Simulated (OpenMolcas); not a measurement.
**Multiconfigurational calculation on Ti2+**

Input:

```
&GATEWAY
Coord
1

Ti 0.0 0.0 0.0
Basis=ANO-R3
Group=XYZ
NoMove
AngMom=0.0 0.0 0.0
AMFI
&SEWARD
* reference wave functions (RASSCF and RASSI steps not shown): 2 electrons in 6 orbitals (3d 4s)
>>> COPY JOB001 $Project.JobIph
&CASPT2
Multistate=15 1 2 3 4 5 6 7 8 9 10 11 12 13 14 15
Frozen=2 3
IPEA=0.25
Imaginary=0.1
MaxIter=60
WThr=0.0 0.3 0.05
PrWF=0.5
NoMix
>>> COPY JOB002 $Project.JobIph
&CASPT2
Multistate=20 1 2 3 4 5 6 7 8 9 10 11 12 13 14 15 16 17 18 19 20
Frozen=2 3
IPEA=0.25
Imaginary=0.1
MaxIter=60
WThr=0.0 0.3 0.05
PrWF=0.5
NoMix
```

Output, cut to the results:

```
--- CASPT2 ---
Orbital specifications:
      -----------------------

      Symmetry species                           1   2
                                                ag  au
      Frozen orbitals                            2   3
      Inactive orbitals                          1   3
      Active orbitals                            6   0
      Secondary orbitals                        41  41
      Deleted orbitals                           0   0
      Number of basis functions                 50  47
Type of calculation                        MS-CASPT2
      Fock operator                              state-specific
      IPEA shift                                 0.25
      Real shift                                 0.00
      Imaginary shift                            0.10
      The input orbitals will be transformed to quasi-canonical
Reference energy:        -852.0701120959
      E2 (Non-variational):      -0.3381453783
      Shift correction:          -0.0001134181
      E2 (Variational):          -0.3382587964
      Total energy:            -852.4083708923
      Residual norm:              0.0000006815
      Reference weight:           0.94903
      Contributions to the CASPT2 correlation energy
      Active & Virtual Only:         -0.0068597595
      One Inactive Excited:          -0.1200507359
      Two Inactive Excited:          -0.2112348828
Reference energy:        -852.0701120959
      E2 (Non-variational):      -0.3391834593
      Shift correction:          -0.0001164983
      E2 (Variational):          -0.3392999575
      Total energy:            -852.4094120534
      Residual norm:              0.0000001079
      Reference weight:           0.94855
      Contributions to the CASPT2 correlation energy
      Active & Virtual Only:         -0.0070216722
      One Inactive Excited:          -0.1205444122
      Two Inactive Excited:          -0.2116173749
::    CASPT2 Root  1     Total energy:   -852.40837089
::    CASPT2 Root  2     Total energy:   -852.40941205
::    CASPT2 Root  3     Total energy:   -852.40800614
::    CASPT2 Root  4     Total energy:   -852.40865128
::    CASPT2 Root  5     Total energy:   -852.40742278
::    CASPT2 Root  6     Total energy:   -852.40861879
::    CASPT2 Root  7     Total energy:   -852.40981952
::    CASPT2 Root  8     Total energy:   -852.35884823
::    CASPT2 Root  9     Total energy:   -852.35884830
::    CASPT2 Root 10     Total energy:   -852.35884828
::    CASPT2 Root 11     Total energy:   -852.23174121
::    CASPT2 Root 12     Total energy:   -852.23197754
::    CASPT2 Root 13     Total energy:   -852.23195227
::    CASPT2 Root 14     Total energy:   -852.23194830
::    CASPT2 Root 15     Total energy:   -852.23196709
::    MS-CASPT2 Root  1     Total energy:   -852.41029251
::    MS-CASPT2 Root  2     Total energy:   -852.40970114
::    MS-CASPT2 Root  3     Total energy:   -852.40895933
::    MS-CASPT2 Root  4     Total energy:   -852.40861975
::    MS-CASPT2 Root  5     Total energy:   -852.40812737
::    MS-CASPT2 Root  6     Total energy:   -852.40759059
::    MS-CASPT2 Root  7     Total energy:   -852.40706846
::    MS-CASPT2 Root  8     Total energy:   -852.35884512
::    MS-CASPT2 Root  9     Total energy:   -852.35883282
::    MS-CASPT2 Root 10     Total energy:   -852.35880925
::    MS-CASPT2 Root 11     Total energy:   -852.23197958
::    MS-CASPT2 Root 12     Total energy:   -852.23197296
::    MS-CASPT2 Root 13     Total energy:   -852.23196354
::    MS-CASPT2 Root 14     Total energy:   -852.23192947
::    MS-CASPT2 Root 15     Total energy:   -852.23174078
--- CASPT2 ---
Orbital specifications:
      -----------------------

      Symmetry species                           1   2
                                                ag  au
      Frozen orbitals                            2   3
      Inactive orbitals                          1   3
      Active orbitals                            6   0
      Secondary orbitals                        41  41
      Deleted orbitals                           0   0
      Number of basis functions                 50  47
Type of calculation                        MS-CASPT2
      Fock operator                              state-specific
      IPEA shift                                 0.25
      Real shift                                 0.00
      Imaginary shift                            0.10
      The input orbitals will be transformed to quasi-canonical
Reference energy:        -852.0193851754
      E2 (Non-variational):      -0.3539219135
      Shift correction:          -0.0001965682
      E2 (Variational):          -0.3541184817
      Total energy:            -852.3735036571
      Residual norm:              0.0000001972
      Reference weight:           0.94243
      Contributions to the CASPT2 correlation energy
      Active & Virtual Only:         -0.0177629946
      One Inactive Excited:          -0.1184838138
      Two Inactive Excited:          -0.2176751051
Reference energy:        -852.0193851754
      E2 (Non-variational):      -0.3538996396
      Shift correction:          -0.0001969344
      E2 (Variational):          -0.3540965739
      Total energy:            -852.3734817493
      Residual norm:              0.0000001995
      Reference weight:           0.94243
      Contributions to the CASPT2 correlation energy
      Active & Virtual Only:         -0.0177648666
      One Inactive Excited:          -0.1184829946
      Two Inactive Excited:          -0.2176517784
::    CASPT2 Root  1     Total energy:   -852.37350366
::    CASPT2 Root  2     Total energy:   -852.37348175
::    CASPT2 Root  3     Total energy:   -852.37349976
::    CASPT2 Root  4     Total energy:   -852.37347759
::    CASPT2 Root  5     Total energy:   -852.37349536
::    CASPT2 Root  6     Total energy:   -852.34538150
::    CASPT2 Root  7     Total energy:   -852.34585010
::    CASPT2 Root  8     Total energy:   -852.34482030
::    CASPT2 Root  9     Total energy:   -852.34488161
...
```

Levels above the lowest, from the spin-orbit matrix with the single-state CASPT2 energies, averaged by term, on its diagonal:

```json
{"Configuration": "3d2", "Term": "3F", "J": "2", "E (cm-1)": "0.0", "Measured (cm-1)": "0.0", "g": "0.666", "Term weight %": "100"}
{"Configuration": "3d2", "Term": "3F", "J": "3", "E (cm-1)": "199", "Measured (cm-1)": "185", "g": "1.084", "Term weight %": "100"}
{"Configuration": "3d2", "Term": "3F", "J": "4", "E (cm-1)": "457", "Measured (cm-1)": "420", "g": "1.251", "Term weight %": "100"}
{"Configuration": "3d2", "Term": "1D", "J": "2", "E (cm-1)": "7970", "Measured (cm-1)": "8474", "g": "1.001", "Term weight %": "100"}
{"Configuration": "3d2", "Term": "3P", "J": "0", "E (cm-1)": "11050", "Measured (cm-1)": "10538", "g": "", "Term weight %": "100"}
{"Configuration": "3d2", "Term": "3P", "J": "1", "E (cm-1)": "11120", "Measured (cm-1)": "10604", "g": "1.501", "Term weight %": "100"}
{"Configuration": "3d2", "Term": "3P", "J": "2", "E (cm-1)": "11260", "Measured (cm-1)": "10721", "g": "1.500", "Term weight %": "100"}
{"Configuration": "3d2", "Term": "1G", "J": "4", "E (cm-1)": "14400", "Measured (cm-1)": "14398", "g": "1.000", "Term weight %": "100"}
{"Configuration": "3d2", "Term": "1S", "J": "0", "E (cm-1)": "31640", "Measured (cm-1)": "32476", "g": "", "Term weight %": "100"}
{"Configuration": "3d 4s", "Term": "3D", "J": "1", "E (cm-1)": "38850", "Measured (cm-1)": "", "g": "0.499", "Term weight %": "100"}
{"Configuration": "3d 4s", "Term": "3D", "J": "2", "E (cm-1)": "38970", "Measured (cm-1)": "38199", "g": "1.167", "Term weight %": "100"}
{"Configuration": "3d 4s", "Term": "3D", "J": "3", "E (cm-1)": "39170", "Measured (cm-1)": "38426", "g": "1.334", "Term weight %": "100"}
{"Configuration": "3d 4s", "Term": "1D", "J": "2", "E (cm-1)": "42110", "Measured (cm-1)": "41704", "g": "1.000", "Term weight %": "100"}
```

Against the 11 measured excited levels shown (Corliss and Sugar, J. Phys. Chem. Ref. Data 8, 1 (1979)) the mean absolute deviation is 450 cm-1; the largest miss in energy is 3d2 1S0: computed 31640, measured 32476 cm-1 (-2.6 %), and the largest in proportion 3d2 3F4 (+8.8 %).

CASPT2 breaks the degeneracy within a term, and the mean is taken; among the terms shown or strongly mixed into the levels shown the widest spread is 950 cm-1 (3d2 1G). Terms from blocks run as CI alone lack orbitals of their own. A single d shell beside an s shell can misplace configurations of different d count against each other. Computed and measured levels are paired by configuration, term and J; levels that our copy of the source lacks, or whose pairing is in doubt (as where it misses far off the trend of its configuration), stay unpaired and out of the deviations. Levels of configurations outside the active space are missing. The first state left out of the spin-orbit step lies near 120000 cm-1 above the lowest spin-free state of the reference (among the parities and spins computed), and the list stops at four fifths of that energy or lower.

The term weight is that of the spin-free term in the level, not the purity of its configuration.
